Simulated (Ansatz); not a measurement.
Consider the cleavage of the Si–Si bond: `O[Si@@H]1[SiH2][Si@H]1[SiH3]` + `C=CNC` → `C=CN(C)[SiH3]` + `O[SiH]1[SiH2][SiH2]1`.

Gas-phase electronic energies from Ansatz, PBE0-D4/def2-TZVP geometries. CCSD(T)/CBS is the MP2 limit (def2-TZVPP, def2-QZVPP) plus CCSD(T) − MP2 in def2-TZVPP, frozen cores. DFT in def2-TZVPP. B3LYP here is the variant with VWN-RPA as its local correlation; programs differ in this. Each species was taken in one conformer, which may not be the lowest.

```json
{"level": "PBE-D4", "ΔE (kJ/mol)": "-11.1", "difference from CCSD(T)/CBS": "21.5"}
{"level": "r2SCAN-D4", "ΔE (kJ/mol)": "-22.5", "difference from CCSD(T)/CBS": "10.1"}
{"level": "PBE0-D4", "ΔE (kJ/mol)": "-16.8", "difference from CCSD(T)/CBS": "15.8"}
{"level": "B3LYP-D4", "ΔE (kJ/mol)": "-30.4", "difference from CCSD(T)/CBS": "2.2"}
{"level": "ωB97X-V", "ΔE (kJ/mol)": "-31.4", "difference from CCSD(T)/CBS": "1.2"}
{"level": "ωB97M-V", "ΔE (kJ/mol)": "-35.2", "difference from CCSD(T)/CBS": "-2.6"}
{"level": "B2PLYP", "ΔE (kJ/mol)": "-33.0", "difference from CCSD(T)/CBS": "-0.4"}
{"level": "PBE", "ΔE (kJ/mol)": "-9.0", "difference from CCSD(T)/CBS": "23.6"}
{"level": "r2SCAN", "ΔE (kJ/mol)": "-22.1", "difference from CCSD(T)/CBS": "10.5"}
{"level": "PBE0", "ΔE (kJ/mol)": "-15.4", "difference from CCSD(T)/CBS": "17.2"}
{"level": "B3LYP", "ΔE (kJ/mol)": "-27.1", "difference from CCSD(T)/CBS": "5.5"}
{"level": "HF/def2-TZVPP", "ΔE (kJ/mol)": "-42.2", "difference from CCSD(T)/CBS": "-9.6"}
{"level": "MP2/def2-TZVPP", "ΔE (kJ/mol)": "-40.2", "difference from CCSD(T)/CBS": "-7.6"}
{"level": "SCS-MP2/def2-TZVPP", "ΔE (kJ/mol)": "-42.0", "difference from CCSD(T)/CBS": "-9.4"}
{"level": "CCSD/def2-TZVPP", "ΔE (kJ/mol)": "-35.7", "difference from CCSD(T)/CBS": "-3.1"}
{"level": "CCSD(T)/def2-TZVPP", "ΔE (kJ/mol)": "-33.6", "difference from CCSD(T)/CBS": "-1.0"}
{"level": "HF/def2-QZVPP", "ΔE (kJ/mol)": "-43.4", "difference from CCSD(T)/CBS": "-10.8"}
{"level": "MP2/def2-QZVPP", "ΔE (kJ/mol)": "-40.0", "difference from CCSD(T)/CBS": "-7.4"}
{"level": "SCS-MP2/def2-QZVPP", "ΔE (kJ/mol)": "-41.6", "difference from CCSD(T)/CBS": "-9.0"}
{"level": "HF/CBS(def2)", "ΔE (kJ/mol)": "-43.6", "difference from CCSD(T)/CBS": "-11.0"}
{"level": "MP2/CBS(def2)", "ΔE (kJ/mol)": "-39.2", "difference from CCSD(T)/CBS": "-6.6"}
{"level": "CCSD/CBS(def2)", "ΔE (kJ/mol)": "-34.6", "difference from CCSD(T)/CBS": "-2.0"}
{"level": "CCSD(T)/CBS", "ΔE (kJ/mol)": "-32.6", "difference from CCSD(T)/CBS": "0"}
```

Largest T1 diagnostic among the species: 0.015.

From PBE to PBE0 (25 % exact exchange), in def2-TZVPP and without D4, ΔE moves by −6.4 kJ/mol. The D4 term adds −3.3 kJ/mol with B3LYP and −1.4 kJ/mol with PBE0; it sums over pairs of atoms, weighted by their polarisabilities, and B3LYP, whose exchange is more repulsive, gets the larger term.
